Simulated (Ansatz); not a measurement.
# SbH3 (SMILES [H][Sb]([H])[H]): the energy, rung by rung

SbH3: 4 atoms, total charge 0, spin state singlet. SMILES: `[H][Sb]([H])[H]`. Geometry: a GFN2-xTB relaxation, a rough one for these elements and not checked as a minimum.

```xyz
4

Sb   -0.0054    0.0070    0.7453
H     1.3628   -0.0310   -0.2384
H    -0.6566    1.1911   -0.2614
H    -0.7008   -1.1671   -0.2455
```

Each level gives the energy change with the Sb1–H3 bond stretched from 1.685 to 2.107 Å (eV). The values are calculated.

```csv
level,kind,program,value (eV),less FCI/STO-3G,CPU time (all runs)
revPBE/STO-3G (restricted),GGA,Ansatz,0.98,-0.03,2.4 s
r2SCAN/STO-3G (restricted),meta-GGA,Ansatz,1.12,+0.11,6.1 s
B3LYP/STO-3G (restricted),global hybrid,Ansatz,1.12,+0.11,2.5 s
PBE0/STO-3G (restricted),global hybrid,Ansatz,1.15,+0.14,2.4 s
wB97M-V/STO-3G (restricted),range-separated hybrid,Ansatz,1.24,+0.23,29 s
RPA@PBE/STO-3G (restricted),RPA,Ansatz,0.98,-0.03,3.2 s
MP2/STO-3G (restricted),perturbation theory,Ansatz,1.24,+0.23,0.44 s
CCSD(T)/STO-3G (restricted),coupled cluster or CI,Ansatz,1.01,0.00,0.54 s
CCSD/STO-3G (restricted),coupled cluster or CI,Ansatz,1.01,0.00,0.54 s
FCI/STO-3G,exact in the basis,Ansatz,1.01,0.00,0.82 s
```

FCI/STO-3G is exact within its basis and frozen core, so for wave-function methods in that basis the difference is their error; functionals converge differently with the basis, so for them it is only a difference. All-electron rows without a relativistic Hamiltonian named are non-relativistic. The first shape isn't each level's own minimum. The values span 0.98 to 1.24 eV. All rows use very small basis sets, so none should be taken for the real molecule's value. In the correlated wave-function rows the outer d shell of Sb is correlated, in sets not made for it. In so small a basis fixed costs decide the times, and correlated methods can beat functionals. Times are those of the runs behind each value, whatever else they computed, on shared processors of several kinds: orders of magnitude only.
